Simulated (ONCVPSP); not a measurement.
# What one change does to a pseudopotential (magnesium (Mg), ONCV)

```
Element                 : Mg
Generator               : ONCVPSP 4.0.1
Type                    : optimised norm-conserving Vanderbilt (ONCV)
Functional              : PBEsol
Relativity              : scalar-relativistic
Frozen core             : [He]
Valence charge          : 10
Reference configuration : 2s2 2p6 3s2
Partial waves           : 2s+3s: rc 1.15 bohr, ncon 3, nbas 6, qcut 8.7 1/bohr, 2 projectors; 2p: rc 1.10 bohr, ncon 4, nbas 7, qcut 10.3 1/bohr, 1 projector; d scattering state at 0.11 Ha: rc 1.10 bohr, ncon 4, nbas 8, qcut 8.3 1/bohr, 2 projectors, debl 1.1 Ha
Local potential         : polynomial inside 0.80 bohr (lpopt 5, dvloc0 2 Ha)
Core correction         : Teter function, fcfact 1.75, rcfact 1.75
```

All-electron outer shells of the reference configuration (PBEsol, scalar-relativistic, ld1.x):

```
shell  level (eV)  outermost node (bohr)  outermost maximum (bohr)
   1s    -1256.64                      –                      0.09
   2s      -79.59                   0.18                      0.55
   2p      -46.55                      –                      0.48
   3s       -4.68                   0.90                      2.56
```

Change: core [He] 2s2, valence charge 8; reference 2p6 3s2; waves now 3s: rc 2.45 bohr, ncon 5, nbas 8, qcut 2.8 1/bohr, 2 projectors, debl 3.4 Ha; 2p: rc 0.90 bohr, ncon 4, nbas 8, qcut 18.7 1/bohr, 2 projectors, debl 3.2 Ha; d scattering state at 0.03 Ha: rc 2.25 bohr, ncon 4, nbas 9, qcut 4.8 1/bohr, 2 projectors, debl 1.6 Ha; local potential polynomial inside 0.65 bohr (lpopt 5, dvloc0 1 Ha).

Cutoffs: the cutoffs (Ha) at which the residual kinetic energy of the hardest occupied pseudo-wave falls to 1 and 0.1 mHa per electron; they do not see the model core or the augmentation charge, which bear on the density cutoff. Errors are all-electron minus pseudo energies relative to the spin-unpolarised reference configuration.

Question: What does the change do?

Answer: The potential gets harder (53 Ha and 116 Ha → 108 Ha and 127 Ha); the lowest positive-energy flag moves from none to d at 18.4 eV; neither file shows a bound ghost. Several settings change at once here, so the effects cannot be laid on one of them.

| quantity | base | changed |
| --- | --- | --- |
| cutoff, loose | 53 Ha | 108 Ha |
| cutoff, tight | 116 Ha | 127 Ha |
| loose cutoff by channel | s 21 Ha, p 53 Ha | s 3.7 Ha, p 108 Ha |
| bound ghosts | none | none |
| GHOST(+) flags under 300 eV | none | d at 18.4 eV, s at 27.7 eV |
| largest error over its own tests, meV | +249 | +44 |
| rms error of d²Exc/dni dnj with the model core, mHa | 1.26 | 6.25 |
